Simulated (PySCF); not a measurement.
Cartesian coordinates (Å):
```xyz
4

Zn     0.0019     0.0494    -0.0372
Cl    -1.0842     0.6889     1.6515
O      0.8463    -0.6172    -1.4516
H      1.4834     0.0144    -1.8326
```
Charge 0, multiplicity 1.

Question: Estimate the charge on the central atom (meta-Löwdin), charge on the central atom (Mulliken), total energy, HOMO–LUMO gap and HOMO that TPSSh-D3(BJ)/def2-TZVP // TPSS-D3(BJ)/def2-SVP in PySCF 2.14.0 returns for this input.

Answer: 
```
Item                                             Value
----------------------------------------  ------------
charge on the central atom (meta-Löwdin)        1.26 e
charge on the central atom (Mulliken)           0.62 e
total energy                              -63009.25 eV
HOMO–LUMO gap                                  5.90 eV
HOMO                                          -7.74 eV
```
